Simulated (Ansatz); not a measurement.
A structure relaxed at PBE0-D4/def2-TZVP, charge 0, multiplicity 1:

| atom | x (Å) | y (Å) | z (Å) |
| --- | --- | --- | --- |
| F1 | -1.943 | -1.984 | -1.071 |
| Zn2 | -0.819 | -0.770 | -0.509 |
| C3 | 0.426 | 0.552 | 0.133 |
| Cl4 | 1.147 | -0.028 | 1.668 |
| H5 | -0.055 | 1.507 | 0.342 |
| H6 | 1.245 | 0.723 | -0.564 |

Problem. Give its formula and SMILES.

Solution. CH2ClFZn, `[F][Zn][CH2]Cl`.

Problem. Point group (tolerance 0.08 Å, 0.16 Å for H)?

Solution. Cs.

Problem. Summarise the bond lengths by kind.

Solution. 1 × F–Zn 1.748 Å; 1 × C–Zn 1.926 Å; 1 × C–Cl 1.792 Å; 2 × C–H 1.089 Å.

Computed with Ansatz.
